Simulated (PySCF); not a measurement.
Delta-SCF ions had no search for a lower state. Excitations are Tamm–Dancoff values on a coarser integration grid. The basis has no diffuse functions, so Rydberg states are missing or too high.

**CH10Si3, SMILES `[SiH3][SiH](C)[SiH3]` (charge 0, multiplicity 1)**

Level of theory: PySCF with CAM-B3LYP-D3(BJ)/def2-TZVP.

```yaml
HOMO: -8.97 eV
dipole_moment: 0.94 D
HOMO–LUMO gap: 9.77 eV
LUMO: 0.80 eV
S1 excitation (TDA): 6.60 eV
S1 oscillator strength: 0.069
brightest of the four lowest singlets (TDA): 6.88 eV
T1 excitation (TDA): 5.70 eV
S1–T1 gap (TDA): 0.90 eV
vertical ionisation energy (Delta-SCF): 9.61 eV
total_energy: -24834.04 eV
cost: about 6 core-minutes (a rough figure)
```

```xyz
14

C     -0.7479     1.7718    -0.3019
Si     0.0869     0.3024     0.5221
Si    -1.3673    -1.5242     0.6372
Si     2.0259    -0.3082    -0.6321
H     -1.6430     2.0684     0.2452
H     -0.0765     2.6298    -0.3408
H     -1.0430     1.5291    -1.3233
H      0.4757     0.6654     1.9093
H     -2.6007    -1.1751     1.3808
H     -1.7587    -1.9527    -0.7265
H     -0.7187    -2.6696     1.3156
H      2.6991    -1.4447     0.0371
H      2.9787     0.8245    -0.7063
H      1.6894    -0.7170    -2.0163
```
